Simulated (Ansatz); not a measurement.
Computed with Ansatz on PBE0-D4/def2-TZVP structures; ΔE is electronic, products minus reactants. CCSD(T)/CBS is the MP2 limit (def2-TZVPP, def2-QZVPP) plus CCSD(T) − MP2 in def2-TZVPP, frozen cores. Elements past krypton have def2 core potentials. For In outer-core shells are correlated without core-valence functions, which leaves a few kJ/mol of doubt a bond. Each species was taken in one conformer, which may not be the lowest.

Consider the redistribution: `CC(C)[O][In]([Cl])[Cl]` + `CCB(F)S` → `C[CH2][In]([Cl])[Cl]` + `CC(C)OB(F)S`.

```csv
species,CCSD(T)/CBS(def2) energy (Eh)
`CC(C)[O][In]([Cl])[Cl]`,-1303.03890
`CCB(F)S`,-602.17930
`C[CH2][In]([Cl])[Cl]`,-1188.59496
`CC(C)OB(F)S`,-716.65878
```

(1) Work out ΔE.

Largest T1 diagnostic among the species: 0.014.

Results:

(1) ΔE = (-1188.59496) + (-716.65878) − (-1303.03890) − (-602.17930) = -0.03554 Eh = -93.3 kJ/mol.

From PBE to PBE0 (25 % exact exchange), in def2-TZVPP and without D4, ΔE moves by −6.2 kJ/mol. The D4 term adds +5.5 kJ/mol with B3LYP and +2.9 kJ/mol with PBE0; it sums over pairs of atoms, weighted by their polarisabilities, and B3LYP, whose exchange is more repulsive, gets the larger term.

B3LYP here is the variant with VWN-RPA as its local correlation; programs differ in this.
